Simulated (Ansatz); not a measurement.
**CH5AlO2 (SMILES C[Al](O)O): the energy, rung by rung**

The species is CH5AlO2 (9 atoms), meant as a singlet with charge 0. As SMILES, `C[Al](O)O`. Geometry: optimised at r2SCAN/def2-SVP. This is one conformer, not always the lowest.

```xyz
9

C    -0.0269    1.1054   -1.0302
Al   -0.0028   -0.3076    0.2898
O     0.9629   -1.6802   -0.0132
O    -0.9404   -0.1263    1.7030
H    -0.2236    0.7101   -2.0406
H    -0.7877    1.8694   -0.8068
H     0.9512    1.6137   -1.0801
H     1.0952   -2.4583    0.5318
H    -1.0280   -0.7264    2.4463
```

Quantity: the adiabatic electron affinity (to the doublet anion, shapes relaxed at r2SCAN/def2-SVP, no zero-point term), in eV. The values are calculated.

The electron affinity is E(neutral) − E(anion): positive where the electron is bound.

```json
{"level": "PBE/def2-SVP", "kind": "GGA", "program": "Ansatz", "value (eV)": "-0.56", "less CCSD(T)/def2-SVP": "+0.27", "CPU time (all runs)": "5.2 s"}
{"level": "r2SCAN/def2-SVP", "kind": "meta-GGA", "program": "Ansatz", "value (eV)": "-0.54", "less CCSD(T)/def2-SVP": "+0.29", "CPU time (all runs)": "12 s"}
{"level": "B3LYP/def2-SVP", "kind": "global hybrid", "program": "Ansatz", "value (eV)": "-0.62", "less CCSD(T)/def2-SVP": "+0.21", "CPU time (all runs)": "6.4 s"}
{"level": "wB97M-V/def2-SVP", "kind": "range-separated hybrid", "program": "Ansatz", "value (eV)": "-0.87", "less CCSD(T)/def2-SVP": "-0.04", "CPU time (all runs)": "29 s"}
{"level": "B2PLYP/def2-SVP", "kind": "double hybrid", "program": "Ansatz", "value (eV)": "-0.79", "less CCSD(T)/def2-SVP": "+0.04", "CPU time (all runs)": "8.3 s"}
{"level": "RPA@PBE/def2-SVP", "kind": "RPA", "program": "Ansatz", "value (eV)": "-0.63", "less CCSD(T)/def2-SVP": "+0.20", "CPU time (all runs)": "8.2 s"}
{"level": "MP2/def2-SVP", "kind": "perturbation theory", "program": "Ansatz", "value (eV)": "-0.89", "less CCSD(T)/def2-SVP": "-0.06", "CPU time (all runs)": "2.1 s"}
{"level": "CCSD(T)/def2-SVP", "kind": "coupled cluster or CI", "program": "Ansatz", "value (eV)": "-0.83", "less CCSD(T)/def2-SVP": "0.00", "CPU time (all runs)": "26 s"}
```

Differences are taken from CCSD(T)/def2-SVP for orientation; it has basis-set and higher-order errors of its own. The values span -0.89 to -0.54 eV. Negative values mean that the anion is unbound at that level; they are set by how diffuse the basis is and aren't properties of the molecule, whose anion may well be bound. In so small a basis fixed costs decide the times, and correlated methods can beat functionals. Times are those of the runs behind each value, whatever else they computed, on shared processors of several kinds: orders of magnitude only.
